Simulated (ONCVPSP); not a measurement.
# What one change does to a pseudopotential (Tb (Z = 65), ONCV)

* Element: Tb
* Generator: ONCVPSP 4.0.1
* Type: optimised norm-conserving Vanderbilt (ONCV)
* Functional: PBE
* Relativity: scalar-relativistic
* Frozen core: [Kr] 4d10 4f8
* Valence charge: 11
* Reference configuration: 5s2 5p6 5d1 6s2
* Partial waves: 5s+6s: rc 1.70 bohr, ncon 3, nbas 7, qcut 5.6 1/bohr, 2 projectors; 5p: rc 2.50 bohr, ncon 3, nbas 6, qcut 5.2 1/bohr, 2 projectors, debl 3.1 Ha; 5d: rc 2.70 bohr, ncon 4, nbas 8, qcut 5 1/bohr, 3 projectors, debl 3.9 Ha
* Local potential: polynomial inside 1.60 bohr (lpopt 5, dvloc0 -1 Ha)
* Core correction: none

Change: all radii scaled by about 1.11 (s 1.90, p 2.78, d 3.00 bohr); local potential polynomial inside 1.78 bohr (lpopt 5, dvloc0 -1 Ha).

Cutoffs: the cutoffs (Ha) at which the residual kinetic energy of the hardest occupied pseudo-wave falls to 1 and 0.1 mHa per electron; they do not see the model core or the augmentation charge, which bear on the density cutoff. Errors are all-electron minus pseudo energies relative to the spin-unpolarised reference configuration.

Question: What does the change do?

Answer: The potential gets softer (13 Ha and 20 Ha → 12 Ha and 14 Ha); of the 3 tests that both files solve, the error grows in 0 and shrinks in 1 by more than 15 % and 0.3 meV (median size 1.6 → 1.3 meV); neither file shows a bound ghost. A larger radius leaves more room for a smooth pseudo-wave, so fewer plane waves are needed.

```csv
quantity,base,changed
"cutoff, loose",13 Ha,12 Ha
"cutoff, tight",20 Ha,14 Ha
loose cutoff by channel,"s 13 Ha, p 7.8 Ha, d 8.2 Ha","s 12 Ha, p 7.7 Ha, d 7.8 Ha"
bound ghosts,none,none
GHOST(+) flags under 300 eV,s at 133.9 eV,s at 128.9 eV
"tests counted as reliable (solved cleanly; for ONCVPSP, near-neutral configurations with less than one 5d electron left out)",3 of 4,3 of 4
"error for 5s2 5p6 5d1 6s1, meV [ΔE 6.74 eV]",+1.0,+0.8
"error for 5s2 5p6 5d1 6s0, meV [ΔE 19.01 eV]",+18,+16
"error for 5s2 5p6 5d1.5 6s1.5, meV [ΔE 0.93 eV]",-1.6,-1.3
```
